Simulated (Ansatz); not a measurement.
Ansatz (a program for electronic structure) input:

Ansatz 0.2 input:
```yaml
crystal:
  periodic: [false, false, false]
  atoms:
    - {symbol: Sn, position_ang: [0.38816642, 0.33636741, -0.25175574]}
    - {symbol: O, position_ang: [-1.05484316, 1.30050212, -0.95099031]}
    - {symbol: Cl, position_ang: [-0.64526915, -1.60131693, 1.18798290]}
basis:
  gaussian:
    orbitals: def2-TZVP
hamiltonian:
  xc: b3lyp
  dispersion: d3bj
total_charge: -1
phonons: {temperatures: {t_min: 298.15, t_max: 298.15, t_step: 100}}
```

Q: Predict the final energy.

A: -749.98369 Eh (B3LYP-D3(BJ)/def2-TZVP). The basis has 118 functions. The run takes roughly 30 core-seconds.
